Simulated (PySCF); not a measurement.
**Converging BeSe in the basis (HF)**

PySCF, RHF reference; singlet, unpaired electrons none; De to Be + Se without counterpoise correction.

| basis | relativity | functions | Re (Å) | ωe (cm⁻¹) | De (eV) | μ (D) |
| --- | --- | --- | --- | --- | --- | --- |
| cc-pVDZ/cc-pVDZ-PP | scalar-relativistic core potentials | 37 | 1.862 | 889 | 1.17 | -5.76 |
| def2-SVP | no relativity | 41 | 1.866 | 895 | 1.23 | -5.83 |
| aug-cc-pVDZ/aug-cc-pVDZ-PP | scalar-relativistic core potentials | 55 | 1.861 | 884 | 1.20 | -6.04 |
| def2-TZVPP | no relativity | 67 | 1.862 | 883 | 1.20 | -6.01 |

Task: How does each smaller set differ from the one with most functions, def2-TZVPP?

Result: cc-pVDZ/cc-pVDZ-PP: +0.0 pm, +0.7 % in ωe, -0.03 eV in De; def2-SVP: +0.4 pm, +1.4 % in ωe, +0.03 eV in De; aug-cc-pVDZ/aug-cc-pVDZ-PP: -0.1 pm, +0.1 % in ωe, +0.00 eV in De. All at HF; the set with most functions is neither the basis-set limit nor always the best. The rows treat relativity differently, so the differences are not basis effects alone.

A positive dipole means Be(−)Se(+). Where the molecule has an RHF reference, its open-shell atoms are computed with UHF. Hartree–Fock leaves out correlation, which carries a large part of most bond energies and some tenths to 1 eV of ionisation energies.
